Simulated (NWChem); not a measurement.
System: SiHSCl$_{3}$; SMILES S[Si](Cl)(Cl)Cl

NWChem input:

```
start job
memory heap 200 mb stack 900 mb global 1100 mb
geometry units angstroms
  S      1.908153    -0.535115    -0.830754
  Si    -0.011942     0.000458     0.000717
  Cl    -0.145112     2.006088     0.203109
  Cl    -1.402736    -0.676011    -1.276134
  Cl    -0.243586    -0.846127     1.819735
  H      2.641860     0.005907     0.133692
end
basis spherical
  * library def2-svp
end
dft
  xc hfexch
  iterations 150
end
driver
  maxiter 150
  trust 0.05
end
task dft optimize
```

Excerpt of the output:

```
             Northwest Computational Chemistry Package (NWChem) 7.3.0
             --------------------------------------------------------

 C1  symmetry detected

                             Geometry "geometry" -> ""
                             -------------------------

 Output coordinates in angstroms (scale by  1.889725989 to convert to a.u.)

  No.       Tag          Charge          X              Y              Z
 ---- ---------------- ---------- -------------- -------------- --------------
    1 S                   16.0000     1.01060280     1.86067604    -0.05481190
    2 Si                  14.0000    -0.03147418    -0.03033118     0.00099597
    3 Cl                  17.0000     0.53704140    -1.08792167     1.62566236
    4 Cl                  17.0000    -1.99033629     0.39234371     0.08144428
    5 Cl                  17.0000     0.39653031    -1.11020667    -1.65123666
    6 H                    1.0000     2.23599149     1.35215875    -0.08674292

 Effective nuclear repulsion energy (a.u.)     524.9047753258

                                Z-matrix (autoz)
                                --------

 Units are Angstrom for bonds and degrees for angles

      Type          Name      I     J     K     L     M      Value
      ----------- --------  ----- ----- ----- ----- ----- ----------
    1 Stretch                  1     2                       2.15985
    2 Stretch                  1     6                       1.32710
    3 Stretch                  2     3                       2.02021
    4 Stretch                  2     4                       2.00556
    5 Stretch                  2     5                       2.01970
    6 Bend                     1     2     3               110.08093
    7 Bend                     1     2     4               106.72393
    8 Bend                     1     2     5               110.16578
    9 Bend                     2     1     6                96.35203
   10 Bend                     3     2     4               110.66678
   11 Bend                     3     2     5               108.56310
   12 Bend                     4     2     5               110.63895
   13 Torsion                  3     2     1     6          59.12010
   14 Torsion                  4     2     1     6         179.26680
   15 Torsion                  5     2     1     6         -60.57244

  xc_inp: hfexch multiplicative factor not found.

                           NWChem Geometry Optimization
                           ----------------------------

 maximum gradient threshold         (gmax) =   0.000450
 rms gradient threshold             (grms) =   0.000300
 maximum cartesian step threshold   (xmax) =   0.001800
 rms cartesian step threshold       (xrms) =   0.001200
 fixed trust radius                (trust) =   0.050000
 source of zmatrix                         =   autoz

          -------------------
          Energy Minimization
          -------------------

 Using diagonal initial Hessian
 Scaling for Hessian diagonals: bonds = 1.00  angles = 0.25  torsions = 0.10

          --------
          Step   0

                                 NWChem DFT Module
                                 -----------------

 Summary of "ao basis" -> "ao basis" (spherical)
 ------------------------------------------------------------------------------
       Tag                 Description            Shells   Functions and Types
 ---------------- ------------------------------  ------  ---------------------
 S                          def2-svp                 8       18   4s3p1d
 Si                         def2-svp                 8       18   4s3p1d
 Cl                         def2-svp                 8       18   4s3p1d
 H                          def2-svp                 3        5   2s1p

            General Information
            -------------------
          SCF calculation type: DFT
          Wavefunction type:  closed shell.
          No. of atoms     :     6
          No. of electrons :    82
           Alpha electrons :    41
            Beta electrons :    41
          Charge           :     0
          Spin multiplicity:     1
          Use of symmetry is: off; symmetry adaption is: off
          Maximum number of iterations: 150
          AO basis - number of functions:    95
                     number of shells:    43
          Convergence on energy requested:  1.00D-06
          Convergence on density requested:  1.00D-05
          Convergence on gradient requested:  5.00D-04

              XC Information
              --------------
                     Hartree-Fock (Exact) Exchange  1.000

      Superposition of Atomic Density Guess
      -------------------------------------

 Sum of atomic energies:       -2064.55569939

      Non-variational initial energy
      ------------------------------

 Total energy =   -2065.899461
 1-e energy   =   -3903.187110
 2-e energy   =    1312.382873
 HOMO         =      -0.319855
 LUMO         =       0.065905

   convergence    iter        energy       DeltaE   RMS-Dens  Diis-err
 ---------------- ----- ----------------- --------- --------- ---------
 d= 0,ls=0.0,diis     1  -2065.0055468288 -2.59D+03  8.81D-03  4.24D-01
 d= 0,ls=0.0,diis     2  -2065.0579616539 -5.24D-02  3.34D-03  1.36D-01
 d= 0,ls=0.0,diis     3  -2065.0778255664 -1.99D-02  7.69D-04  2.64D-03
 d= 0,ls=0.0,diis     4  -2065.0785582639 -7.33D-04  1.61D-04  1.19D-04
 d= 0,ls=0.0,diis     5  -2065.0785960068 -3.77D-05  4.85D-05  7.47D-06
  Resetting Diis
 d= 0,ls=0.0,diis     6  -2065.0785985768 -2.57D-06  1.22D-05  3.69D-07
 d= 0,ls=0.0,diis     7  -2065.0785987114 -1.35D-07  2.42D-06  2.30D-08

         Total DFT energy =    -2065.078598711401
      One electron energy =    -3902.725616943134
           Coulomb energy =     1441.365359499046
    Exchange-Corr. energy =     -128.623116593089
 Nuclear repulsion energy =      524.904775325776

 Numeric. integr. density =        0.000000000000

                       DFT Final Molecular Orbital Analysis
                       ------------------------------------

 Vector   39  Occ=2.000000D+00  E=-4.691945D-01
              MO Center= -1.7D-01, -7.0D-01,  1.0D-02, r^2= 4.7D+00
   Bfn.  Coefficient  Atom+Function         Bfn.  Coefficient  Atom+Function
  ----- ------------  ---------------      ----- ------------  ---------------
    67      0.350371  4 Cl pz                83     -0.293807  5 Cl px
    47      0.272975  3 Cl px                64      0.248378  4 Cl pz
    49     -0.247078  3 Cl pz                85     -0.225293  5 Cl pz
    80     -0.208548  5 Cl px                44      0.193736  3 Cl px
    48     -0.189998  3 Cl py                84      0.187025  5 Cl py

 Vector   40  Occ=2.000000D+00  E=-4.531451D-01
              MO Center=  6.2D-01,  7.8D-01, -2.8D-02, r^2= 4.6D+00
   Bfn.  Coefficient  Atom+Function         Bfn.  Coefficient  Atom+Function
  ----- ------------  ---------------      ----- ------------  ---------------
    12      0.437011  1 S  py                 9      0.324500  1 S  py
    48      0.238433  3 Cl py                84      0.237084  5 Cl py
     6      0.185528  1 S  py                45      0.169009  3 Cl py
    81      0.168049  5 Cl py                27     -0.150350  2 Si py
    83      0.146133  5 Cl px                47      0.142944  3 Cl px

 Vector   41  Occ=2.000000D+00  E=-3.992841D-01
              MO Center=  9.3D-01,  1.5D+00, -5.0D-02, r^2= 2.4D+00
   Bfn.  Coefficient  Atom+Function         Bfn.  Coefficient  Atom+Function
  ----- ------------  ---------------      ----- ------------  ---------------
    13      0.631510  1 S  pz                10      0.426348  1 S  pz
     7      0.241592  1 S  pz                84      0.152619  5 Cl py
    48     -0.151636  3 Cl py                81      0.100604  5 Cl py
    45     -0.099981  3 Cl py                31      0.079522  2 Si pz
    67     -0.070673  4 Cl pz                78      0.058205  5 Cl py

 Vector   42  Occ=0.000000D+00  E= 1.471678D-01
              MO Center=  1.2D+00,  8.7D-01, -4.9D-02, r^2= 4.3D+00
   Bfn.  Coefficient  Atom+Function         Bfn.  Coefficient  Atom+Function
  ----- ------------  ---------------      ----- ------------  ---------------
    92      1.098087  6 H  s                 21     -0.757905  2 Si s
    11     -0.706824  1 S  px                 4     -0.699999  1 S  s
    29     -0.584237  2 Si px                30      0.337341  2 Si py
    58     -0.298678  4 Cl s                 49     -0.290786  3 Cl pz
    85      0.279816  5 Cl pz                20     -0.242293  2 Si s

 Vector   43  Occ=0.000000D+00  E= 1.554849D-01
              MO Center=  6.4D-01,  5.0D-01, -3.4D-02, r^2= 5.0D+00
   Bfn.  Coefficient  Atom+Function         Bfn.  Coefficient  Atom+Function
  ----- ------------  ---------------      ----- ------------  ---------------
    22     -0.958731  2 Si s                  4      0.877259  1 S  s
    92     -0.810568  6 H  s                 21     -0.721087  2 Si s
    12     -0.655168  1 S  py                65      0.429023  4 Cl px
    20     -0.357750  2 Si s                 58      0.322434  4 Cl s
    85      0.278649  5 Cl pz                49     -0.271753  3 Cl pz

 Vector   44  Occ=0.000000D+00  E= 1.778000D-01
              MO Center=  2.5D-01, -2.0D-01, -5.3D-03, r^2= 4.3D+00
   Bfn.  Coefficient  Atom+Function         Bfn.  Coefficient  Atom+Function
  ----- ------------  ---------------      ----- ------------  ---------------
    29      1.262114  2 Si px                 4     -0.697986  1 S  s
    58      0.615734  4 Cl s                 65      0.482799  4 Cl px
    12      0.476815  1 S  py                92      0.434655  6 H  s
    21     -0.412858  2 Si s                 47     -0.332570  3 Cl px
    83     -0.329599  5 Cl px                30      0.325722  2 Si py

     Multipole analysis of the density
     ---------------------------------

     L   x y z        total         alpha         beta         nuclear
     -   - - -        -----         -----         ----         -------
     0   0 0 0     -0.000000    -41.000000    -41.000000     82.000000

     1   1 0 0      0.363650      0.181825      0.181825     -0.000000
     1   0 1 0     -0.063731     -0.031865     -0.031865     -0.000000
     1   0 0 1     -0.011370     -0.005685     -0.005685      0.000000

[...]

      ----------------------
      Optimization converged
      ----------------------

  Step       Energy      Delta E   Gmax     Grms     Xrms     Xmax
  ---- ---------------- -------- -------- -------- -------- --------
@    5   -2065.08051461 -1.0D-07  0.00001  0.00001  0.00017  0.00042
                                     ok       ok       ok       ok

                                Z-matrix (autoz)
                                --------

 Units are Angstrom for bonds and degrees for angles

      Type          Name      I     J     K     L     M      Value     Gradient
      ----------- --------  ----- ----- ----- ----- ----- ---------- ----------
    1 Stretch                  1     2                       2.11840   -0.00001
    2 Stretch                  1     6                       1.33715   -0.00001
    3 Stretch                  2     3                       2.04746   -0.00001
    4 Stretch                  2     4                       2.04148   -0.00001
    5 Stretch                  2     5                       2.04745   -0.00001
    6 Bend                     1     2     3               111.95048   -0.00001
    7 Bend                     1     2     4               106.64535    0.00001
    8 Bend                     1     2     5               112.00233   -0.00000
    9 Bend                     2     1     6                95.62679   -0.00001
   10 Bend                     3     2     4               109.46923    0.00000
   11 Bend                     3     2     5               107.32373    0.00000
   12 Bend                     4     2     5               109.42993   -0.00000
   13 Torsion                  3     2     1     6          59.88131   -0.00001
   14 Torsion                  4     2     1     6         179.58806   -0.00001
   15 Torsion                  5     2     1     6         -60.72344   -0.00000

                         Geometry "geometry" -> "geometry"
                         ---------------------------------

 Output coordinates in angstroms (scale by  1.889725989 to convert to a.u.)

  No.       Tag          Charge          X              Y              Z
 ---- ---------------- ---------- -------------- -------------- --------------
    1 S                   16.0000     0.99628256     1.86536663    -0.05192649
    2 Si                  14.0000    -0.00148358    -0.00260237     0.00061425
    3 Cl                  17.0000     0.53569964    -1.11149916     1.63581050
    4 Cl                  17.0000    -2.00040042     0.40420145     0.08118068
    5 Cl                  17.0000     0.39729768    -1.13221240    -1.65980458
    6 H                    1.0000     2.23095965     1.35346482    -0.09056324

 Effective nuclear repulsion energy (a.u.)     521.6013954606

                Final and change from initial internal coordinates
                --------------------------------------------------

                                Z-matrix (autoz)
                                --------

 Units are Angstrom for bonds and degrees for angles

      Type          Name      I     J     K     L     M      Value       Change
      ----------- --------  ----- ----- ----- ----- ----- ---------- ----------
    1 Stretch                  1     2                       2.11840   -0.04145
    2 Stretch                  1     6                       1.33715    0.01005
    3 Stretch                  2     3                       2.04746    0.02725
    4 Stretch                  2     4                       2.04148    0.03592
    5 Stretch                  2     5                       2.04745    0.02775
    6 Bend                     1     2     3               111.95048    1.86955
    7 Bend                     1     2     4               106.64535   -0.07858
    8 Bend                     1     2     5               112.00233    1.83655
    9 Bend                     2     1     6                95.62679   -0.72524
   10 Bend                     3     2     4               109.46923   -1.19755
   11 Bend                     3     2     5               107.32373   -1.23937
   12 Bend                     4     2     5               109.42993   -1.20903
   13 Torsion                  3     2     1     6          59.88131    0.76121
   14 Torsion                  4     2     1     6         179.58806    0.32125
   15 Torsion                  5     2     1     6         -60.72344   -0.15099

 ==============================================================================
                                internuclear distances
 ------------------------------------------------------------------------------
       center one      |      center two      | atomic units |  angstroms
 ------------------------------------------------------------------------------
    2 Si               |   1 S                |     4.00319  |     2.11840
    3 Cl               |   2 Si               |     3.86913  |     2.04746
    4 Cl               |   2 Si               |     3.85784  |     2.04148
    5 Cl               |   2 Si               |     3.86911  |     2.04745
    6 H                |   1 S                |     2.52684  |     1.33715
 ------------------------------------------------------------------------------
                         number of included internuclear distances:          5
 ==============================================================================
```

Level: Hartree-Fock/def2-SVP.
